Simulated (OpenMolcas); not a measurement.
# GaH2OF (SMILES [OH][GaH][F]): the vertical ionisation energy from total energies

GaH2OF has 5 atoms, charge 0, and is taken as a singlet. As SMILES, `[OH][GaH][F]`. Geometry: relaxed at PBE0-D4/def2-TZVP. This is one conformer, not always the lowest.

Both states at this one shape; open shells run unrestricted unless said. 1 Eh = 27.2114 eV.

```tsv
level	program	singlet GaH2OF (Eh)	doublet GaH2OF+ (Eh)	HOMO of the first (eV)
BLYP/cc-pVDZ	OpenMolcas	-2101.199154	-2100.791736	-7.23
PBE/cc-pVDZ	OpenMolcas	-2100.684398	-2100.272072	-7.37
TPSS/cc-pVDZ	OpenMolcas	-2101.162891	-2100.739620	-7.49
BHLYP/cc-pVDZ	OpenMolcas	-2101.056021	-2100.619033	-10.68
```

Task: Work out the vertical ionisation energy at each level.

Result: 
1. BLYP/cc-pVDZ: -2100.791736 − (-2101.199154) = 0.407418 Eh = 11.09 eV; −ε(HOMO) = 7.23 eV.
2. PBE/cc-pVDZ: -2100.272072 − (-2100.684398) = 0.412326 Eh = 11.22 eV; −ε(HOMO) = 7.37 eV.
3. TPSS/cc-pVDZ: -2100.739620 − (-2101.162891) = 0.423271 Eh = 11.52 eV; −ε(HOMO) = 7.49 eV.
4. BHLYP/cc-pVDZ: -2100.619033 − (-2101.056021) = 0.436988 Eh = 11.89 eV; −ε(HOMO) = 10.68 eV.

No measured value is set beside it here; the levels span 11.09 to 11.89 eV. In semi-local functionals −ε(HOMO) lies far under the ionisation energy, a result of self-interaction. All-electron rows are non-relativistic unless named.
